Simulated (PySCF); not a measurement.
**Assignment exercise: C4H5ClO2Si**

Atom-mapped SMILES (the numbers label the heavy atoms): `[O:1]=[C:2]=[C:3]([Cl:4])[CH2:5][C:6](=[O:7])[SiH3:8]`. Each H is labelled by its parent atom.

- NMR shieldings at PBE0/pcSseg-1/GIAO
- GFN2-xTB structure
- code: PySCF 2.14.0 with density-fitted response routines
- single conformer, no solvent model, relativity neglected, equivalent nuclei averaged

δ = σ(ref) − σ, references computed at the same level: TMS for 13C, 1H.

**Question.** Assign these signals to the numbered atoms. 13C{1H} NMR (computed): δ 233.4 (C), 214.9 (C), 56.9 (C), 53.8 (CH2).

**Answer.** 
233.4 → C6, carbonyl carbon
214.9 → C2, central carbon of a ketene
56.9 → C3, terminal carbon of a ketene
53.8 → C5, sp3 CH2 α to a carbonyl: the adjacent C=O deshields it moderately

**Question.** Assign these signals to the numbered atoms. 1H NMR (500 MHz, computed): δ 4.17 (s, 3H), 3.27 (s, 2H).

**Answer.** 
| δ (ppm) | atoms | environment | reason |
| --- | --- | --- | --- |
| 4.17 | H(Si8) | hydrogen on a silicon bonded to C | – |
| 3.27 | H(C5) | hydrogen on an sp3 CH2 α to a carbonyl | – |

Carbons that carry Cl, above all several Cl atoms, come out too deshielded, partly because spin–orbit coupling is missing. Shifts are as computed. Against solution values, carbons near 30 ppm lie about +3 ppm off and those near 130 ppm about +5 ppm; carbons on Cl a further +6 ppm. Of 1211 compounds with measured shifts, 218 miss one by over three times the rms of a fit or turn the order of signals round; such compounds aren't used in these exercises. Multiplicities follow the n + 1 count of equivalent neighbours, as no J values were calculated; m marks all less simple cases, F and P coupling included.
